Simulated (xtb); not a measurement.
OV (SMILES [O]=[V]), quartet, at a GFN2-xTB geometry (such geometries of metal compounds can be far from the true shape); GFN2-xTB in xtb 6.7.1.

The xtb input:
```
$ xtb mol.xyz --gfn 2 --uhf 3 --hess --json

# file mol.xyz
2

V     -0.00000000    -0.00000000    -0.39310740
O      0.00000000     0.00000000     1.13018377
```

### Question
Predict the main parts of the log of this xtb run.

### Answer

```
   ID    Z sym.   atoms
    1   23 V      1
    2    8 O      2

           -------------------------------------------------
          |                Calculation Setup                |
           -------------------------------------------------

           -------------------------------------------------
          |                 G F N 2 - x T B                 |
           -------------------------------------------------

          ...................................................
          :                      SETUP                      :
          :.................................................:
          :  # basis functions                  14          :
          :  # atomic orbitals                  13          :
          :  # shells                            5          :
          :  # electrons                        11          :
          :  max. iterations                   250          :
          :  Hamiltonian                  GFN2-xTB          :
          :  restarted?                      false          :
          :  GBSA solvation                  false          :
          :  PC potential                    false          :
          :  electronic temp.          300.0000000     K    :
          :  accuracy                    1.0000000          :
          :  -> integral cutoff          0.2500000E+02      :
          :  -> integral neglect         0.1000000E-07      :
          :  -> SCF convergence          0.1000000E-05 Eh   :
          :  -> wf. convergence          0.1000000E-03 e    :
          :  Broyden damping             0.4000000          :
          :  net charge                          0          :
          :  unpaired electrons                  3          :
          ...................................................

 iter      E             dE          RMSdq      gap      omega  full diag
   1     -2.0010578 -0.200106E+01  0.452E+01    2.51       0.0  T
   2     -4.9770973 -0.297604E+01  0.564E+01    0.61       1.0  T
   3     -5.1723079 -0.195211E+00  0.410E+01    0.88       1.0  T
   4     -4.0340087  0.113830E+01  0.341E+01    2.68       1.0  T
   5     -5.7361706 -0.170216E+01  0.942E+00    1.29       1.0  T
   6     -5.1927545  0.543416E+00  0.334E+01    0.78       1.0  T
   7     -5.7112127 -0.518458E+00  0.897E+00    1.28       1.0  T
   8     -5.6936343  0.175784E-01  0.942E+00    1.28       1.0  T
   9     -5.7374732 -0.438388E-01  0.828E+00    1.32       1.0  T
  10     -5.7772462 -0.397730E-01  0.699E+00    1.37       1.0  T
  11     -5.7811534 -0.390721E-02  0.689E+00    1.38       1.0  T
  12     -5.8915920 -0.110439E+00  0.147E+00    1.64       1.0  T
  13     -5.8961868 -0.459480E-02  0.422E-01    1.72       1.0  T
  14     -5.8963075 -0.120699E-03  0.511E-01    1.71       1.0  T
  15     -5.8961843  0.123137E-03  0.487E-01    1.72       1.0  T
  16     -5.8963260 -0.141719E-03  0.129E-01    1.71       1.0  T
  17     -5.8963363 -0.102570E-04  0.356E-02    1.71       2.0  T
  18     -5.8963372 -0.933050E-06  0.875E-03    1.71       8.1  T
  19     -5.8963373 -0.781510E-07  0.179E-03    1.71      39.4  T
  20     -5.8963373 -0.535406E-08  0.986E-04    1.71      71.7  T
  21     -5.8963373 -0.824475E-09  0.237E-05    1.71    2981.0  T

   *** convergence criteria satisfied after 21 iterations ***

         :::::::::::::::::::::::::::::::::::::::::::::::::::::
         ::                     SUMMARY                     ::
         :::::::::::::::::::::::::::::::::::::::::::::::::::::
         :: total energy              -5.865397509285 Eh    ::
         :: gradient norm              0.000091954642 Eh/a0 ::
         :: HOMO-LUMO gap              1.709702609927 eV    ::
         ::.................................................::
         :: SCC energy                -5.896337307030 Eh    ::
         :: -> isotropic ES            0.017043112861 Eh    ::
         :: -> anisotropic ES          0.007284652685 Eh    ::
         :: -> anisotropic XC         -0.012380833273 Eh    ::
         :: -> dispersion             -0.000785954375 Eh    ::
         :: repulsion energy           0.030939797744 Eh    ::
         :: add. restraining           0.000000000000 Eh    ::
         :: total charge               0.000000000000 e     ::
         :::::::::::::::::::::::::::::::::::::::::::::::::::::

           -------------------------------------------------
          |                Numerical Hessian                |
           -------------------------------------------------
step length          :   0.00500
SCC accuracy         :   0.30000
Hessian scale factor :   1.00000
frozen atoms in %    :   0.00000    0
RMS gradient         :   0.00009

writing file <hessian>.

 vibrational frequencies (cm⁻¹)
eigval :        0.00     0.00     0.00     0.00     0.00   988.73
           -------------------------------------------------
          |                Property Printout                |
           -------------------------------------------------

    * Orbital Energies and Occupations

         #    Occupation            Energy/Eh            Energy/eV
Molecule has the following symmetry elements: (Cinf) (sigma)
It seems to be the Cinfv point group
      -------------------------------------------------------------
         1        2.0000           -0.6579948             -17.9049
         2        2.0000           -0.4567945             -12.4300
         3        2.0000           -0.4567945             -12.4300
         4        2.0000           -0.4496360             -12.2352
         5        1.0000           -0.3559594              -9.6861
         6        1.0000           -0.3484280              -9.4812
         7        1.0000           -0.3484280              -9.4812 (HOMO)
         8                         -0.2855976              -7.7715 (LUMO)
         9                         -0.2855976              -7.7715
        10                         -0.1413654              -3.8467
        11                          0.0210517               0.5728
        12                          0.0210517               0.5728
        13                          0.3561536               9.6914
      -------------------------------------------------------------
                  HL-Gap            0.0628304 Eh            1.7097 eV
             Fermi-level           -0.3599053 Eh           -9.7935 eV

     #   Z          covCN         q      C6AA      α(0)
     1  23 V        0.738     0.358  1022.374    94.477
     2   8 O        0.738    -0.358    20.908     6.128

 Mol. C6AA /au·bohr⁶  :       1271.960350
 Mol. C8AA /au·bohr⁸  :     124514.615140
 Mol. α(0) /au        :        100.604675

Wiberg/Mayer (AO) data.
largest (>0.10) Wiberg bond orders for each atom

 ---------------------------------------------------------------------------
     #   Z sym  total        # sym  WBO       # sym  WBO       # sym  WBO
 ---------------------------------------------------------------------------
     1  23 V    2.504 --     2 O    2.504
     2   8 O    2.504 --     1 V    2.504
 ---------------------------------------------------------------------------

Topologies differ in total number of bonds
Writing topology from bond orders to xtbtopo.mol

molecular dipole:
                 x           y           z       tot (Debye)
 q only:       -0.000      -0.000      -1.030
   full:       -0.000      -0.000      -2.820       7.169
molecular quadrupole (traceless):
                xx          xy          yy          xz          yz          zz
 q only:        0.718      -0.000       0.718      -0.000      -0.000      -1.435
  q+dip:       -0.794       0.000      -0.794       0.000       0.000       1.588
   full:       -0.848       0.000      -0.848       0.000       0.000       1.697

           -------------------------------------------------
          |               Frequency Printout                |
           -------------------------------------------------
 vibrational frequencies (cm⁻¹)
eigval :        0.00     0.00     0.00     0.00     0.00   988.73
 reduced masses (amu)
   1: 42.59   2: 42.59   3: 42.59   4: 24.35   5: 24.35   6: 24.35
 IR intensities (km·mol⁻¹)
   1:  0.00   2:  0.00   3:  0.00   4: 76.86   5: 76.86   6:  6.64
 Raman intensities (Ä⁴*amu⁻¹)
   1:  0.00   2:  0.00   3:  0.00   4:  0.00   5:  0.00   6:  0.00
 output can be read by thermo (or use thermo option).
 writing <g98.out> molden fake output.
 recommended (thermochemical) frequency scaling factor: 1.0
           -------------------------------------------------
          |             Thermodynamic Functions             |
           -------------------------------------------------

cin symmetry found (for desy threshold:  0.10E+00) used in thermo

          ...................................................
          :                      SETUP                      :
          :.................................................:
          :  # frequencies                           1      :
          :  # imaginary freq.                       0      :
          :  linear?                              true      :
          :  only rotor calc.                    false      :
          :  symmetry                              cin      :
          :  rotational number                       1      :
          :  scaling factor                  1.0000000      :
          :  rotor cutoff                   50.0000000 cm⁻¹ :
          :  imag. cutoff                  -20.0000000 cm⁻¹ :
          :.................................................:

    mode    ω/cm⁻¹     T·S(HO)/kcal·mol⁻¹    T·S(FR)/kcal·mol⁻¹   T·S(vib)
   ------------------------------------------------------------------------
   ------------------------------------------------------------------------

   temp. (K)  partition function   enthalpy   heat capacity  entropy
                                   cal/mol     cal/K/mol   cal/K/mol   J/K/mol
 298.15  VIB   1.01                   24.147      0.390      0.098
         ROT   347.                  592.502      1.987     13.613
         INT   350.                  616.649      2.377     13.711
         TR   0.530E+27             1481.254      4.968     38.504
         TOT                        2097.9028     7.3451    52.2151   218.4680

       T/K    H(0)-H(T)+PV         H(T)/Eh          T*S/Eh         G(T)/Eh
   ------------------------------------------------------------------------
    298.15    0.334322E-02    0.559572E-02    0.248091E-01   -0.192134E-01
   ------------------------------------------------------------------------

         :::::::::::::::::::::::::::::::::::::::::::::::::::::
         ::                  THERMODYNAMIC                  ::
         :::::::::::::::::::::::::::::::::::::::::::::::::::::
         :: total free energy          -5.884610877949 Eh   ::
         ::.................................................::
         :: total energy               -5.865397509285 Eh   ::
         :: zero point energy           0.002252495237 Eh   ::
         :: G(RRHO) w/o ZPVE           -0.021465863901 Eh   ::
         :: G(RRHO) contrib.           -0.019213368663 Eh   ::
         :::::::::::::::::::::::::::::::::::::::::::::::::::::

           -------------------------------------------------
          | TOTAL ENERGY               -5.865397509285 Eh   |
          | TOTAL ENTHALPY             -5.859801793123 Eh   |
          | TOTAL FREE ENERGY          -5.884610877949 Eh   |
          | GRADIENT NORM               0.000091940701 Eh/α |
          | HOMO-LUMO GAP               1.709702721563 eV   |
           -------------------------------------------------

normal termination of xtb
```
